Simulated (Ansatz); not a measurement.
Conformers of C8H18S2, SMILES `CCCCSSCCCC`, each relaxed with PBE0-D4/def2-TZVP in Ansatz. CBS adds the triple-zeta coupled-cluster correction to the MP2 limit.

Not all of them had a frequency check.

Conformer A:

```xyz
28

C     0.901   -0.120    4.137
C     0.464   -0.262    2.690
C    -0.580   -1.353    2.501
C    -1.078   -1.496    1.073
S     0.259   -2.146    0.020
S    -0.598   -2.298   -1.812
C    -0.130   -0.756   -2.643
C    -0.705    0.504   -2.028
C    -0.361    1.770   -2.804
C     1.121    2.112   -2.809
H     0.053    0.123    4.785
H     1.646    0.670    4.255
H     1.342   -1.050    4.508
H     0.053    0.689    2.331
H     1.333   -0.472    2.060
H    -0.180   -2.313    2.848
H    -1.446   -1.138    3.138
H    -1.408   -0.534    0.677
H    -1.911   -2.198    1.017
H    -0.502   -0.896   -3.665
H     0.960   -0.722   -2.693
H    -1.792    0.397   -1.957
H    -0.326    0.597   -1.004
H    -0.722    1.674   -3.835
H    -0.919    2.604   -2.367
H     1.507    2.194   -1.789
H     1.303    3.065   -3.311
H     1.715    1.355   -3.325
```

Conformer B:

Z-matrix (Å, degrees):
```
C
C 1 1.519
H 1 1.091 2 112.2
H 1 1.094 2 111.1 3 -120.1
H 1 1.093 2 110.7 3 120.6
C 2 1.524 1 116.0 3 62.1
H 2 1.095 1 108.8 3 -176.1
H 2 1.097 1 109.4 3 -61.1
C 6 1.520 2 116.1 1 -69.0
H 6 1.096 2 110.8 1 56.2
H 6 1.096 2 107.9 1 171.1
S 9 1.819 6 117.6 2 82.4
H 9 1.091 6 110.6 2 -155.3
H 9 1.097 6 111.0 2 -36.6
S 12 2.029 9 103.2 6 68.3
C 15 1.822 12 105.5 9 -98.7
C 16 1.520 15 113.5 12 -99.8
H 16 1.090 15 107.5 12 25.0
H 16 1.094 15 105.4 12 139.4
C 17 1.521 16 115.2 15 65.5
H 17 1.098 16 107.7 15 -172.2
H 17 1.095 16 108.5 15 -57.5
C 20 1.519 17 114.1 16 64.2
H 20 1.095 17 109.0 16 -59.0
H 20 1.095 17 108.2 16 -173.8
H 23 1.092 20 111.7 17 -64.9
H 23 1.092 20 111.0 17 175.6
H 23 1.094 20 111.2 17 55.8
```

(1) Which is lowest in electronic energy at CCSD(T)/CBS (frozen core, def2 sets), and by how much? (Best estimate.)

(2) Give the energies relative to A (kJ/mol) with PBE0-D4/def2-TZVPP, ωB97M-V/def2-TZVPP, B2PLYP/def2-TZVPP, PBE/def2-TZVPP, B3LYP/def2-TZVPP, MP2/def2-QZVPP, CCSD/CBS(def2). (Estimate.)

## Answers

(1) Computed: A; B lies 7.7 kJ/mol higher.

(2) Ansatz gave: 
| level | B |
| --- | --- |
| PBE0-D4/def2-TZVPP | 5.1 |
| ωB97M-V/def2-TZVPP | 4.9 |
| B2PLYP/def2-TZVPP | 12.4 |
| PBE/def2-TZVPP | 11.7 |
| B3LYP/def2-TZVPP | 16.3 |
| MP2/def2-QZVPP | 6.7 |
| CCSD/CBS(def2) | 10.1 |

B3LYP here is the variant with VWN-RPA as its local correlation; programs differ in this.
